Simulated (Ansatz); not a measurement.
`C[C@H](F)[Si@H](F)Cl` at its PBE0-D4/def2-TZVP geometry, where that method's forces vanish. Charge 0, multiplicity 1.

```xyz
11

C    -0.6594   -0.5918   -1.1585
C    -0.4034    0.5211   -0.1706
F     0.0852    1.6434   -0.8493
Si    0.8791    0.0790    1.1388
F     0.3670   -1.2269    1.8956
Cl    1.0548    1.5833    2.4968
H     0.2619   -0.9008   -1.6578
H    -1.3702   -0.2650   -1.9207
H    -1.0804   -1.4590   -0.6439
H    -1.3399    0.8229    0.3132
H     2.2054   -0.2063    0.5565
```

(1) What forces (eV/Å) does PBE-D4/def2-TZVPP give on these atoms in the Gaussian-basis code of Ansatz? (Estimate.)

Answers

(1) Computed: 
```
C1  -0.004 -0.033 -0.001
C2  -0.118 -0.313  0.169
F3   0.243  0.568 -0.327
Si4  0.137  0.268 -0.240
F5  -0.201 -0.566  0.319
Cl6  0.041  0.252  0.210
H7   0.179 -0.071 -0.099
H8  -0.150  0.055 -0.158
H9  -0.086 -0.181  0.086
H10 -0.214  0.052  0.126
H11  0.174 -0.030 -0.085
```
